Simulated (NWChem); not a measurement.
**Atomisation of CClF**

```
C
F 1 1.3044
Cl 1 1.7748 2 106.48
```
Charge 0, spin multiplicity 1.

The numbers come from NWChem runs, not from measurements. The geometry was optimised at PBE/def2-SVP, a minimum by its harmonic frequencies.

Basis set: def2-TZVP. The atomisation energy is electronic alone: no zero-point, thermal, spin-orbit or counterpoise terms. No value is extrapolated to the basis-set limit. Free atoms are single determinants with multiplicities F 2, C 3, Cl 2. Correlated methods freeze the same cores in atoms and molecule, 7 orbitals in all.

B3LYP has NWChem's definition, with VWN1-RPA local correlation. The structure started from a generated list of species. No SCF solution was tested for a lower state. Open-shell Hartree-Fock references start from PBE0 orbitals. Coupled-cluster values serve here as a point of comparison, not as the truth.

Problem. One of these methods gave an atomisation energy of 214.4 kcal/mol. Which?
A. CCSD(T)
B. B3LYP
C. M06-2X
D. PBE

Solution. C, M06-2X. The others give 233.6 (PBE), 204.6 (CCSD(T)), 210.9 (B3LYP).
